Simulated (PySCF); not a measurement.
## UHF on Br²⁺ (bromine, charge +2)

Configuration: [Ar] 3d10 4s2 4p3, high-spin 4S determinant. All numbers are calculated (PySCF 2.14, the spin-free X2C one-electron Hamiltonian (Gaussian nucleus), in x2c-QZVPPall with one added diffuse shell each of s, p, d, f type (12s9p6d5f1g, 113 functions)).

```json
{
  "Total energy": "-2603.365502 hartree",
  "One-electron energy": "-3592.8513 hartree",
  "Hartree (Coulomb) energy": "1080.1122 hartree",
  "Exchange energy": "-90.6264 hartree",
  "⟨S²⟩": "3.7508",
  "⟨L²⟩": "0.000",
  "Sum of ⟨r⟩": "20.55 bohr",
  "Sum of ⟨r²⟩": "25.03 bohr²",
  "Langevin diamagnetic susceptibility": "-19.8 ×10⁻⁶ cm³/mol"
}
```

```
shell  electrons  mean orbital energy (hartree)  rms radius, mean of both spins (bohr)
 1s α          1                     -499.12871                                 0.0492
 1s β          1                     -499.11180                                 0.0492
 2s α          1                      -67.98570                                  0.205
 2s β          1                      -67.97647                                  0.205
 2p α          3                      -59.88922                                  0.183
 2p β          3                      -59.86978                                  0.183
 3s α          1                      -11.08839                                  0.587
 3s β          1                      -11.05817                                  0.587
 3p α          3                       -8.44234                                  0.607
 3p β          3                       -8.40134                                  0.607
 3d α          5                       -4.04038                                  0.649
 3d β          5                       -4.01943                                  0.649
 4s α          1                       -1.94756                                   1.72
 4s β          1                       -1.59443                                   1.72
 4p α          3                       -1.29398                                   1.98
```

Densities and radii are taken from the X2C orbitals without a picture-change correction, which distorts them close to the nucleus.

Spin-orbit constants ζ (cm⁻¹) from the X2C one-electron operator on these orbitals: bare nucleus, nucleus screened by l(l+1)(2l+1)/3 electrons, and screened by the Breit-Pauli mean field of the electrons.

| shell | bare | screened nucleus | mean field |
| --- | --- | --- | --- |
| 2p | 262800 | 247800 | n/a |
| 3p | 37950 | 35780 | n/a |
| 3d | 4682 | 3345 | n/a |
| 4p | 3262 | 3076 | n/a |
